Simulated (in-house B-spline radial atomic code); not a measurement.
A fraction x of an electron is removed from 5p in Gd5+, starting from [Kr] 4d10 4f6 5s2 5p5 and keeping the highest spin. Method: scalar-relativistic (X2C) PBE, spin-polarised, spherical fractional occupations, Fermi nucleus of rms radius 5.1569 fm. Calculated with an all-electron radial atomic-structure program (B-spline basis).

```tsv
x	E(x) - E(0) (eV)	5p down level (eV)
0	0.0000	-79.917
0.22	17.9224	-83.016
0.25	20.4192	-83.439
0.46	38.2532	-86.409
0.5	41.7209	-86.976
0.52	43.4633	-87.260
0.74	63.0037	-90.382
0.83	71.1957	-91.662
0.93	80.4332	-93.086
1	86.9841	-94.083
```

The exact functional would give a straight line between the two integer points. Deviations E(x) - E(0) - x[E(1) - E(0)], in eV: -1.214 at x = 0.22, -1.327 at x = 0.25, -1.759 at x = 0.46, -1.771 at x = 0.5, -1.768 at x = 0.52, -1.365 at x = 0.74, -1.001 at x = 0.83, -0.462 at x = 0.93.

The curve lies below the straight line by up to 1.771 eV (at x = 0.5): convex, the delocalisation error that favours fractional charges.

How well does Slater's transition state (minus the level at half occupation) give the ionisation energy?

It gives 86.976 eV against 86.984 eV from the two total energies; NIST lists 89.00 eV, ground level to ground level.
